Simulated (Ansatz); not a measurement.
`CO[SiH](Cl)OC` at its PBE0-D4/def2-TZVP geometry, where that method's forces vanish. The species carries charge 0 and has multiplicity 1.

```xyz
13

C    -1.2282    0.3319   -1.9043
O    -0.4079   -0.1801   -0.8764
Si    0.5960    0.7099    0.0404
Cl    2.0562    1.5726   -1.0975
O     1.3352   -0.2682    1.0953
C     0.6642   -1.1553    1.9677
H    -1.9022   -0.4623   -2.2269
H    -0.6263    0.6537   -2.7592
H    -1.8284    1.1797   -1.5562
H    -0.1543    1.8008    0.7013
H    -0.0120   -0.6177    2.6409
H     0.0904   -1.8980    1.4070
H     1.4173   -1.6669    2.5678
```

What forces (eV/Å) does r2SCAN-D4/def2-TZVPP give on these atoms in Ansatz? (An estimate is asked.)

Computed: 
```
C1  -0.198  0.113 -0.241
O2   0.145 -0.169  0.209
Si3 -0.039  0.079  0.036
Cl4  0.042  0.026 -0.034
O5   0.188  0.155 -0.162
C6  -0.153 -0.202  0.201
H7   0.010  0.014  0.003
H8   0.000 -0.003  0.006
H9   0.005 -0.004  0.000
H10  0.007 -0.021 -0.007
H11  0.002  0.000 -0.005
H12  0.004  0.005  0.001
H13 -0.014  0.007 -0.009
```
